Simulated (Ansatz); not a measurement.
Consider the redistribution: `F[SiH](F)[SiH3]` + `NB(F)S` → `F[SiH2][SiH](F)F` + `NBS`.

Gas-phase electronic energies from Ansatz, PBE0-D4/def2-TZVP geometries. CCSD(T)/CBS adds triple-zeta CCSD(T) − MP2 to the extrapolated MP2 energy (def2 sets, frozen cores). This one scheme is used for every species. Functionals use def2-TZVPP. Each species was taken in one conformer, which may not be the lowest.

`F[SiH](F)[SiH3]`:

Z-matrix (Å, degrees):
```
Si
F 1 1.593
Si 1 2.342 2 109.5
F 1 1.593 2 107.0 3 118.6
H 1 1.482 2 107.3 3 -126.5
H 3 1.486 1 109.0 2 178.9
H 3 1.485 1 110.0 2 58.5
H 3 1.486 1 109.1 2 -61.9
```

`NB(F)S`:

```xyz
7

N    -1.043    0.190   -0.546
B     0.154   -0.242    0.023
F     0.516   -1.523   -0.115
S     1.232    0.903    0.949
H    -1.380    1.133   -0.485
H    -1.639   -0.438   -1.057
H     2.159   -0.023    1.231
```

`F[SiH2][SiH](F)F`:

Cartesian coordinates in Å:
```
F 1.780 -0.519 1.331
Si 0.549 0.442 0.962
Si -0.509 -0.408 -0.963
F -1.212 -1.795 -0.624
F -1.657 0.619 -1.372
H 1.084 1.802 0.701
H -0.385 0.479 2.114
H 0.351 -0.622 -2.149
```

`NBS`:

Cartesian coordinates in Å:
```
N -0.824 -0.820 0.195
B -0.056 0.311 -0.064
S 1.756 0.191 -0.089
H -0.444 -1.734 0.377
H -1.828 -0.787 0.216
H -0.590 1.358 -0.269
H 1.985 1.481 -0.366
```

```tsv
level	ΔE (eV)
ωB97M-V	0.12
MP2/def2-TZVPP	0.07
CCSD(T)/def2-TZVPP	0.11
HF/CBS(def2)	0.06
```

What does CCSD(T)/CBS give? (Best estimate.)

The calculation gave: +0.06 eV. The listed levels differ from it by 0.06, 0.01, 0.05, 0.00 eV.

Largest T1 diagnostic among the species: 0.013.
